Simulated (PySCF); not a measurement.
Species: C5H5F4O (doublet state).
Z-matrix (Å and degrees, GFN2-xTB geometry), rows numbered from 1:
```
F 
C   1  1.3419
C   2  1.4883  1  120.40
O   3  1.4080  2  104.99  1  -156.64
C   4  1.4133  3  108.89  2    26.48
C   2  1.4931  1  120.00  3  -142.19
C   6  1.5350  2  111.74  1  -102.86
F   7  1.3432  6  111.21  2  -173.98
F   7  1.3376  6  111.90  2    66.96
F   7  1.3342  6  112.91  2   -53.96
H   3  1.0956  2  114.03  1    85.51
H   3  1.1071  2  110.47  1   -36.16
H   5  1.0989  4  110.40  3    87.11
H   5  1.0909  4  107.61  3  -153.68
H   6  1.0946  2  113.19  1    17.02
```

The hyperfine couplings belong to this conformer and change with its torsions.

Identity: `F[C]1COC[C@H]1C(F)(F)F` [radical].

Method: UKS B3LYP, pcH-1 on C F H O, non-relativistic, mean-field spin-orbit, GIAO (PySCF). Geometry: GFN2-xTB, one conformer, isolated molecule. Couplings are sensitive to structure, and on GFN2-xTB geometries they can be far from those on DFT ones. Stability of the SCF solution: not tested.

The Mulliken spin populations are largest on C2 (+0.89) and F1 (+0.07). C2 is the only atom above +0.15. The angles at C2 add up to 350.1°, so it is slightly pyramidal.

Question: How do the β-proton couplings of this frozen conformer go with θ, the angle between the C–H bond and the normal to the plane of the spin centre's three neighbours, both seen down the bond from centre to carbon?

Answer: 
```tsv
β H	on	centre	θ (°)	cos²θ	a (G)
H11	C3	C2	24	0.83	+29.43
H12	C3	C2	34	0.68	+32.26
H15	C6	C2	54	0.35	+12.97
```

Fitting the Heller–McConnell form a = ρ(B0 + B2 cos²θ), with Mulliken ρ = 0.89, gives B0 = 1.2 G and B2 = 43.1 G, with a largest miss of 5.1 G.

Couplings in gauss use g_iso = 2.0037.
